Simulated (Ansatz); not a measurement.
C₂H₆N (SMILES CC[NH-]), charge -1, singlet, at a GFN2-xTB geometry (a gas-phase anion, which may not be bound at this level); MP2/def2-SVP (Ansatz, an electronic-structure program).

Ansatz was given this input:
Ansatz 0.2 input:
```yaml
crystal:
  periodic: [false, false, false]
  atoms:
    - {symbol: C, position_ang: [1.19119079, -0.38292669, 0.00717213]}
    - {symbol: C, position_ang: [-0.13122655, 0.52167957, 0.02064457]}
    - {symbol: N, position_ang: [-1.34791120, -0.10755068, 0.08388981]}
    - {symbol: H, position_ang: [2.09946740, 0.22915829, 0.01714482]}
    - {symbol: H, position_ang: [1.19406526, -1.03706791, 0.87919469]}
    - {symbol: H, position_ang: [1.20063277, -1.00631015, -0.88849714]}
    - {symbol: H, position_ang: [0.06822949, 1.23865150, -0.89692383]}
    - {symbol: H, position_ang: [-0.02730219, 1.17890666, 0.90869617]}
    - {symbol: H, position_ang: [-1.45949966, -0.68300083, -0.77374348]}
basis:
  gaussian:
    orbitals: def2-SVP
total_charge: -1
magnetization: {spin_polarized: false}
correlation: {method: mp2, electrons: outside_noble_gas}
accuracy: high
```

Output, abridged:

```
Functional definition: HF
1800 factors; integrals over basis functions are off by at most 3.4e-9 eV
mean field evaluation 1: about -3629.6195 eV, gradient 2.8e1 eV
mean field evaluation 2: about -3629.6225 eV, gradient 2.8e1 eV
mean field evaluation 4: about -3631.6532 eV, gradient 3.5e0 eV
mean field evaluation 8: about -3631.6891 eV, gradient 1.5e-4 eV
mean field -3631.68914187 eV, -133.4621143164 hartree, gradient 2.2e-8 eV, S^2 0.000000; 0 other end points of the search recorded, 0 dependent functions left out
3 core orbitals not correlated
reference -3631.68914187 eV, -133.4621143164 hartree; 10, 10 occupied and 59, 59 virtual orbitals, 1800 factors
second order -12.92620504 eV of doubles, -0.00000000 eV of singles
Total energy: -3644.61534691 eV, -133.9371435898 hartree
```
